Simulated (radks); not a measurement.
Results of a calculation; reference values are marked as such.
Cr2+, configuration [Ar] 3d4. Code: a radial shooting solver on a logarithmic mesh with Libxc functionals. Model: non-relativistic Kohn-Sham, PBE, spin-polarised, spherical densities, point nucleus; open shells are filled with parallel spins first; hard spherical wall at 3 bohr.

Radial electron density D(r) = 4 pi r^2 rho(r):

r (bohr)  D(r) (e/bohr)  spin D(r)
0.007436          4.532  -0.000418
0.008318          5.435  -0.000501
0.009378          6.567  -0.000605
0.01049           7.790  -0.000718
0.01173           9.183  -0.000846
0.01323           10.87   -0.00100
0.0148            12.61   -0.00116
0.01668           14.66   -0.00135
0.01866           16.69   -0.00154
0.02104           18.95   -0.00176
0.02353           21.06   -0.00196
0.02632           23.10   -0.00217
0.02968           25.09   -0.00238
0.03319           26.64   -0.00258
0.03743           27.85   -0.00278
0.04186           28.46   -0.00297
0.0472            28.50   -0.00317
0.05279           27.96   -0.00337
0.05905           26.93   -0.00357
0.06658           25.46   -0.00376
0.07447           24.00   -0.00379
0.08396           22.66   -0.00340
0.09391           21.94   -0.00210
0.1059            21.99    0.00128
0.1184            22.91    0.00786
0.1325            24.61     0.0200
0.1494            26.96     0.0431
0.1671            29.15     0.0787
0.1884            30.84      0.139
0.2107            31.26      0.223
0.2375            30.07      0.351
0.2657            27.42      0.516
0.2972            23.63      0.730
0.3351            19.04       1.02
0.3748            15.09       1.34
0.4226            12.00       1.73
0.4727            10.59       2.13
0.5329            10.58       2.56
0.5961            11.52       2.93
0.6667            12.68       3.22
0.7517            13.46       3.40
0.8408            13.34       3.43
0.948             12.20       3.30
1.06              10.41       3.05
1.196             8.125       2.66
1.337             6.009       2.24
1.496             4.159       1.78
1.686             2.601       1.29
1.886             1.549      0.877
2.127            0.7890      0.506
2.379            0.3452      0.243
2.682           0.08112     0.0609

D(r) has 3 maxima, at r = 0.0446, 0.206, 0.782 bohr, and minima at 0.0993, 0.500 bohr, inside which lie 2.13, 10.57 electrons.
